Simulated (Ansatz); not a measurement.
```yaml
crystal:
  periodic: [false, false, false]
  atoms:
    - {symbol: O, position_ang: [-1.305228, 0.177055, 0.869623]}
    - {symbol: Si, position_ang: [0.005819, 0.051873, -0.059908]}
    - {symbol: h, position_ang: [1.315244, -1.082952, 0.996123]}
    - {symbol: Cl, position_ang: [-0.681089, -0.768921, -1.787427]}
    - {symbol: Br, position_ang: [0.697485, 2.016505, -0.750380]}
    - {symbol: H, position_ang: [-2.035736, 0.992849, 0.864036]}
    - {symbol: H, position_ang: [2.075389, -1.336488, -0.160699]}
basis:
  gaussian: {orbitals: def2-mTZVPP, final_grid: {core_spheres: 5, valence_spheres: 4, degree: 11}, point_charges: [{charge: -1.00, position_ang: [7.008, -0.745, 0.828]}]}
total_charge: 1
magnetization: {spin_polarized: true, initial_magnetization: 1}
hamiltonian: {xc: {name: PBE}}
scf: {lower_state_search: off}
output: {forces: true}
```

```sh
$ ansatz run in.yaml --threads 4 --pin off --events-out ev --progress --plain --max-ram 10444MiB
```

It prints (some lines left out):

```
Error: YAML parse error: error: line 6 column 16: `h` is not an element symbol (H … Og, case-exact)
 --> <input>:6:16
4 |     - {symbol: O, position_ang: [-1.305228, 0.177055, 0.869623]}
5 |     - {symbol: Si, position_ang: [0.005819, 0.051873, -0.059908]}
6 |     - {symbol: h, position_ang: [1.315244, -1.082952, 0.996123]}
7 |     - {symbol: Cl, position_ang: [-0.681089, -0.768921, -1.787427]}
8 |     - {symbol: Br, position_ang: [0.697485, 2.016505, -0.750380]}
```

(1) Something in this input is off. What?

Results:

(1) An element symbol is wrong. The program refused the input.
